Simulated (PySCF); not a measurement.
Compound: C6H5F3O.
SMILES with atom numbers: `[F:1][C:2]([F:3])([F:4])[CH2:5][c:6]1[cH:7][cH:8][o:9][cH:10]1` (hydrogens: H11, H12 on C5; H13 on C7; H14 on C8; H15 on C10)

Torsions of this conformer, `[F:1][C:2]([F:3])([F:4])[CH2:5][c:6]1[cH:7][cH:8][o:9][cH:10]1`: F1–C2–C5–C6 59°, C2–C5–C6–C7 66°.

The closed-shell ground state was solved at several levels (PySCF, density fitting, gas phase, non-relativistic). The structure is a single PBE0-D3(BJ)/def2-SVP conformer in the gas phase; no vibrational or solvent corrections.

```csv
level,basis functions,total energy (Eh),HOMO (eV),LUMO (eV),gap (eV),dipole (D)
PBE0/pcSseg-1,195,-605.7071,-6.93,0.07,7.00,1.85
CAM-B3LYP/def2-SVPD,252,-605.7616,-8.27,0.99,9.26,1.99
B3LYP/pcJ-1,320,-606.3995,-6.71,-0.15,6.56,1.86
```

(1) What might KT3/pcSseg-1 (195 basis functions) give for the same quantities?

(2) Over all these levels, which gives the widest orbital gap and which the narrowest?

(3) How far do the dipole and the HOMO energy spread over the levels?

## Answers

(1) Total energy -614.6178 Eh, HOMO -5.82 eV, LUMO -0.83 eV, gap 4.99 eV, dipole 1.71 D.

(2) CAM-B3LYP/def2-SVPD (range-separated hybrid) has the widest, 9.26 eV, and KT3/pcSseg-1 (GGA) the narrowest, 4.99 eV. Functional and basis both differ between the two, so the spread mixes both effects.

(3) The dipole runs from 1.71 to 1.99 D (mean 1.86 D) and the HOMO from -8.27 to -5.82 eV.
